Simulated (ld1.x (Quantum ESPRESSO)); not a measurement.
u(r) = r·R(r): atom against pseudo-atom (hydrogen)

Columns: radius, all-electron u(r) and pseudo u(r) of the 1s shell (level -12.73 eV) of hydrogen in the configuration 1s0.5; PW91, scalar-relativistic, TM scheme, ld1.x (Quantum ESPRESSO) 7.5.

| r (bohr) | all-electron | pseudo |
| --- | --- | --- |
| 0.053 | 0.1087 | 0.0903 |
| 0.105 | 0.2040 | 0.1773 |
| 0.158 | 0.2906 | 0.2627 |
| 0.210 | 0.3658 | 0.3418 |
| 0.262 | 0.4323 | 0.4149 |
| 0.315 | 0.4917 | 0.4822 |
| 0.368 | 0.5434 | 0.5413 |
| 0.420 | 0.5872 | 0.5910 |
| 0.473 | 0.6254 | 0.6332 |
| 0.525 | 0.6571 | 0.6667 |
| 0.578 | 0.6840 | 0.6937 |
| 0.630 | 0.7057 | 0.7140 |
| 0.683 | 0.7233 | 0.7295 |
| 0.735 | 0.7366 | 0.7407 |
| 0.788 | 0.7466 | 0.7488 |
| 0.840 | 0.7531 | 0.7541 |
| 0.893 | 0.7568 | 0.7571 |
| 0.945 | 0.7578 | 0.7578 |
| 0.998 | 0.7564 | 0.7564 |
| 1.050 | 0.7530 | 0.7530 |
| 1.102 | 0.7477 | 0.7477 |
| 1.155 | 0.7406 | 0.7406 |
| 1.208 | 0.7320 | 0.7320 |
| 1.260 | 0.7223 | 0.7223 |
| 1.313 | 0.7113 | 0.7113 |
| 1.365 | 0.6995 | 0.6995 |

Problem. How many radial nodes do the two functions have?

Solution. The all-electron 1s function has n − l − 1 = 0; the pseudo-wave has 0.

Problem. At about which radius was the pseudo-wave matched?

Solution. 1.05 bohr. The columns agree to 0.0005 from 0.89 bohr on; several derivatives are matched, so the curves merge somewhat inside the radius.

Problem. Where does each function peak?

Solution. Outermost all-electron maximum near 0.94 bohr, pseudo maximum near 0.94 bohr (to the table’s step).

Problem. Is the pseudo-wave norm-conserving?

Solution. Yes: the TM scheme keeps the norm inside the radius equal to the all-electron one, which fixes the energy derivative of the logarithmic derivative at the level.
